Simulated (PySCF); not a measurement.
Run record: geometry optimisation, `C[Si](C)(C)P`.

Computed with PBE0-D3(BJ)/def2-SVP geometry optimisation, gas phase (PySCF 2.14.0). Start geometry: GFN2-xTB. The command runs a driver script over a list of jobs; the input below is this job's line of settings and its coordinates in Å.

Command:
```bash
OMP_NUM_THREADS=1 python probes_run.py task.json out
```

Input:
```
{"job": {"xc": "PBE0", "basis": "def2-SVP", "d3": "d3bj", "grid": 1, "shake": 0.01, "kind": "geom"}, "charge": 0, "multiplicity": 1}
C     -0.795230    -1.034970     1.248810
Si     0.004460     0.044550    -0.124470
C      0.027260     1.876660     0.413550
C      1.817520    -0.575730    -0.451060
P     -1.099850    -0.047090    -2.110590
H     -1.838780    -0.678060     1.428400
H     -0.261150    -0.940560     2.181250
H     -0.837990    -2.052290     0.957620
H     -0.952520     2.254050     0.657590
H      0.464610     2.502480    -0.349390
H      0.641830     2.009130     1.323550
H      2.410660    -0.481260     0.444560
H      1.761310    -1.612370    -0.754440
H      2.236170    -0.005290    -1.237610
H     -2.351870     0.140530    -1.539200
H     -1.245470    -1.402160    -2.077820
```

Output:
```
step   0  E = -751.14067881  max force = 0.042966
step   1  E = -751.14920736  max force = 0.006416
step   2  E = -751.14970390  max force = 0.001747
step   3  E = -751.14984002  max force = 0.000963
step   4  E = -751.14989851  max force = 0.000907
step   5  E = -751.14992726  max force = 0.000458
step   6  E = -751.14994308  max force = 0.000419
step   7  E = -751.14995735  max force = 0.000642
step   8  E = -751.14996669  max force = 0.000485
step   9  E = -751.14997148  max force = 0.000299
optimisation converged
```

Energies in Eh; «max force» is the largest Cartesian gradient component in Eh/bohr.

Q: Give the first gradient maximum in eV/Å.

A: With 1 Eh/bohr = 51.422 eV/Å, 2.209 eV/Å.

Q: How much energy does the optimisation release, in eV?

A: E(step 0) − E(last step) = 0.009293 Eh, which is 0.253 eV.

Main results: final energy -751.14997 Eh after 9 steps; dipole 1.63 D.

Q: Give the final coordinates.

A: 0.045 Å rms from the input after alignment:
```
atom  x, y, z in Å
C1    -0.9085   -0.8797    1.2299
Si2    0.0260    0.0498   -0.1141
C3     0.2721    1.8449    0.3943
C4     1.6870   -0.7765   -0.4300
P5    -1.0999    0.0701   -2.0933
H6    -1.8934   -0.4260    1.4200
H7    -0.3387   -0.8664    2.1740
H8    -1.0677   -1.9315    0.9451
H9    -0.6942    2.3429    0.5714
H10    0.8063    2.4093   -0.3857
H11    0.8596    1.9086    1.3246
H12    2.2979   -0.7739    0.4874
H13    1.5595   -1.8230   -0.7481
H14    2.2481   -0.2473   -1.2157
H15   -2.3446    0.4466   -1.4974
H16   -1.4049   -1.3270   -2.0523
```

Q: Estimate the wall time. Hardware: Arm Neoverse V1, one thread, shared host. And the peak memory of the process?

A: About 72 s, with 0.59 GiB resident at the peak, the Python interpreter and its libraries included.
Labels such as C1 count atoms from 1, the log's own numbers from 0.
